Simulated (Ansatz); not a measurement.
TeC2N2⁻, that is Te(CN)2 with one electron more. Charge -1, multiplicity 2. Geometry B3LYP-D4/def2-SVP, that of the neutral singlet; atoms count from 1.

```xyz
5

Te    0.428    1.353    0.042
C    -0.803    0.302   -1.245
N    -1.505   -0.217   -2.012
C     0.808   -0.284    1.245
N     1.071   -1.154    1.970
```

In the def2 sets Te takes a core potential; there is no spin–orbit coupling. The highest occupied level of the charge -1 doublet lies above zero (up to 0.62 eV). By energy differences its removal costs 1.16 eV (vertical, to the charge 0 singlet, at PBE0-D4/def2-TZVPD); a positive level beside a positive removal energy at the same level points to self-interaction error.

(1) Estimate the Mulliken populations from the PBE0/def2-TZVPD orbitals of Ansatz.

(2) Where does the spin sit?

(3) And the Mayer bond orders between bonded heavy atoms (over 0.3)?

## Answers

(1) 
| atom | charge (e) | spin (α − β) |
| --- | --- | --- |
| Te1 | -0.11 | 0.73 |
| C2 | -0.10 | 0.09 |
| N3 | -0.34 | 0.05 |
| C4 | -0.10 | 0.09 |
| N5 | -0.34 | 0.05 |
Mulliken values and Mayer orders depend strongly on the basis. With diffuse functions, as here, like atoms can get unlike values, and bond orders can come out too low or too high.

(2) Summed by element: Te 0.73, C 0.18, N 0.10, of 1 unpaired in all. Largest on single atoms: Te1 0.73, C2 0.09, C4 0.09.

(3) Te1–C2 0.88 (2.07 Å); Te1–C4 0.88 (2.07 Å); C2–N3 2.34 (1.16 Å); C4–N5 2.34 (1.16 Å).
